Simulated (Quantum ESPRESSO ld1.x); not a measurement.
Charge is removed step by step from the 3d down level of Ge2+, starting from [Ar] 3d(up 5, down 5) 4s2. Calculated with ld1.x of Quantum ESPRESSO 7.5: scalar-relativistic Kohn-Sham, LDA (Slater exchange, VWN5 correlation), spin-polarised, spherical densities, point nucleus.

\begin{tabular}{lrrr}
removed (e) & E - E(0) (eV) & eigenvalue (eV) & E minus straight line (eV) \\ \hline
0 & 0.000 & -49.557 & 0.000 \\
0.2 & 10.345 & -53.930 & -1.810 \\
0.4 & 21.576 & -58.408 & -2.736 \\
0.6 & 33.711 & -62.986 & -2.756 \\
0.8 & 46.773 & -67.663 & -1.850 \\
1 & 60.779 & -72.435 & 0.000 \\
\end{tabular}

Removing the whole electron costs 60.779 eV by Delta-SCF, against 49.557 eV from minus the eigenvalue at the starting occupation. Integrating minus the eigenvalue over the occupation (Janak's theorem) gives 60.797 eV. In this scalar-relativistic scheme the density is built from large components alone, so the theorem holds only approximately. The mean slope of the eigenvalue, de/dn, is 22.9 eV per electron.
